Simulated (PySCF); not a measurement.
# Radial density of Co (cobalt, neutral)

UHF, [Ar] 3d6 4s2 5s1, high-spin 6D determinant (an excited configuration). Computed with PySCF 2.14 in aug-cc-pwCVTZ-DK with one added diffuse shell each of s, p, d, f, g type (11s10p8d5f4g, 152 functions), with the spin-free X2C one-electron Hamiltonian (Gaussian nucleus).

```json
{"r (bohr)": "0.000997", "4πr²ρ (e/bohr)": "0.2424", "4πr²(ρα − ρβ)": "0.0000"}
{"r (bohr)": "0.00168", "4πr²ρ (e/bohr)": "0.6094", "4πr²(ρα − ρβ)": "0.0001"}
{"r (bohr)": "0.00282", "4πr²ρ (e/bohr)": "1.500", "4πr²(ρα − ρβ)": "0.0001"}
{"r (bohr)": "0.00474", "4πr²ρ (e/bohr)": "3.560", "4πr²(ρα − ρβ)": "0.0003"}
{"r (bohr)": "0.00798", "4πr²ρ (e/bohr)": "7.954", "4πr²(ρα − ρβ)": "0.0006"}
{"r (bohr)": "0.0134", "4πr²ρ (e/bohr)": "15.96", "4πr²(ρα − ρβ)": "0.0010"}
{"r (bohr)": "0.0226", "4πr²ρ (e/bohr)": "26.61", "4πr²(ρα − ρβ)": "0.0011"}
{"r (bohr)": "0.0380", "4πr²ρ (e/bohr)": "32.75", "4πr²(ρα − ρβ)": "-0.0004"}
{"r (bohr)": "0.0639", "4πr²ρ (e/bohr)": "27.84", "4πr²(ρα − ρβ)": "-0.0026"}
{"r (bohr)": "0.107", "4πr²ρ (e/bohr)": "27.60", "4πr²(ρα − ρβ)": "0.0293"}
{"r (bohr)": "0.181", "4πr²ρ (e/bohr)": "36.81", "4πr²(ρα − ρβ)": "0.3184"}
{"r (bohr)": "0.304", "4πr²ρ (e/bohr)": "20.91", "4πr²(ρα − ρβ)": "1.5773"}
{"r (bohr)": "0.511", "4πr²ρ (e/bohr)": "16.09", "4πr²(ρα − ρβ)": "3.8571"}
{"r (bohr)": "0.860", "4πr²ρ (e/bohr)": "15.02", "4πr²(ρα − ρβ)": "3.7183"}
{"r (bohr)": "1.45", "4πr²ρ (e/bohr)": "3.720", "4πr²(ρα − ρβ)": "1.2599"}
{"r (bohr)": "2.43", "4πr²ρ (e/bohr)": "1.128", "4πr²(ρα − ρβ)": "0.1238"}
{"r (bohr)": "4.09", "4πr²ρ (e/bohr)": "0.2338", "4πr²(ρα − ρβ)": "0.0050"}
{"r (bohr)": "6.88", "4πr²ρ (e/bohr)": "0.1622", "4πr²(ρα − ρβ)": "0.1577"}
{"r (bohr)": "11.6", "4πr²ρ (e/bohr)": "0.05533", "4πr²(ρα − ρβ)": "0.0553"}
{"r (bohr)": "19.5", "4πr²ρ (e/bohr)": "0.0008179", "4πr²(ρα − ρβ)": "0.0008"}
```

Densities and radii are taken from the X2C orbitals without a picture-change correction, which distorts them close to the nucleus.

The outer electron is Rydberg-like, and this basis confines it to a smaller radius and binds it less than a complete one would.

**Question.** Where is the radial spin density 4πr²(ρα − ρβ) most negative, and why is it negative at all?

**Answer.** Around r = 0.0639 bohr, down to -0.0026 e/bohr: exchange with the open shell polarises the paired shells in an unrestricted calculation.
